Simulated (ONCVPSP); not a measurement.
# An all-electron radial function and its pseudo partner (magnesium (Mg))

Columns: radius, all-electron u(r) and pseudo u(r) of the 2p shell (level -46.73 eV) of magnesium in the configuration [He] 2s2 2p6 3s2; LDA (Perdew-Wang 92), scalar-relativistic, ONCV scheme, ONCVPSP 4.0.1.

| r (bohr) | all-electron | pseudo |
| --- | --- | --- |
| 0.070 | 0.1742 | 0.0512 |
| 0.140 | 0.4760 | 0.1950 |
| 0.210 | 0.7495 | 0.4053 |
| 0.280 | 0.9497 | 0.6457 |
| 0.350 | 1.0746 | 0.8773 |
| 0.420 | 1.1359 | 1.0668 |
| 0.490 | 1.1486 | 1.1922 |
| 0.560 | 1.1273 | 1.2468 |
| 0.630 | 1.0828 | 1.2354 |
| 0.700 | 1.0239 | 1.1736 |
| 0.770 | 0.9569 | 1.0804 |
| 0.840 | 0.8862 | 0.9741 |
| 0.910 | 0.8148 | 0.8687 |
| 0.980 | 0.7449 | 0.7726 |
| 1.050 | 0.6777 | 0.6890 |
| 1.120 | 0.6142 | 0.6174 |
| 1.190 | 0.5548 | 0.5552 |
| 1.260 | 0.4997 | 0.4997 |
| 1.330 | 0.4490 | 0.4490 |
| 1.400 | 0.4027 | 0.4027 |
| 1.470 | 0.3606 | 0.3605 |
| 1.540 | 0.3223 | 0.3223 |
| 1.610 | 0.2878 | 0.2878 |
| 1.680 | 0.2567 | 0.2566 |
| 1.750 | 0.2287 | 0.2287 |
| 1.820 | 0.2036 | 0.2036 |

Question: How many radial nodes do the two functions have?

Answer: The all-electron 2p function has n − l − 1 = 0; the pseudo-wave has 0.

Question: At about which radius was the pseudo-wave matched?

Answer: 1.30 bohr. The columns agree to 0.0005 from 1.19 bohr on; several derivatives are matched, so the curves merge somewhat inside the radius.

Question: Is the pseudo-wave norm-conserving?

Answer: Yes: the ONCV scheme keeps the norm inside the radius equal to the all-electron one, which fixes the energy derivative of the logarithmic derivative at the level.
